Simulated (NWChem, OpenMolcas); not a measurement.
# C2H3Br (vinyl bromide): a line through the functionals

C2H3Br: 6 atoms, total charge 0, spin state singlet. SMILES: `C=CBr`. The coordinates come from a PBE0-D4/def2-TZVP relaxation.

The HOMO–LUMO gap y, in eV, basis aug-cc-pVDZ; a is the functional's share of exact exchange. Programs: NWChem 7.3.0, OpenMolcas 26.06.

| functional | program | a | y (eV) |
| --- | --- | --- | --- |
| PBE | NWChem | 0 | 4.90 |
| BLYP | OpenMolcas | 0 | 4.86 |
| r2SCANh | OpenMolcas | 0.1 | ? |
| B3LYP | OpenMolcas | 0.2 | 6.53 |
| PBE0 | OpenMolcas | 0.25 | 7.00 |
| BHLYP | OpenMolcas | 0.5 | 8.70 |

Q: Fit y = c + s·a to the known rows and predict r2SCANh.

A: 
1. Means of the 5 rows: a = 0.1900, y = 6.398.
2. Σ(Δa)² = 0.172, Σ(Δa·Δy) = 1.3279, so the slope is 1.3279/0.172 = 7.7203.
3. Intercept: 6.398 − (7.7203) × 0.1900 = 4.931. The largest residual of the fit is 0.14.
4. r2SCANh: 4.931 + (7.7203) × 0.1 = 5.70 eV.

The run gave 6.15 eV, so the prediction is off by -0.45 eV, more than the scatter of the fit. Exact exchange lowers occupied levels and raises empty ones. The rows mix families of semi-local functionals, which the line can't see.
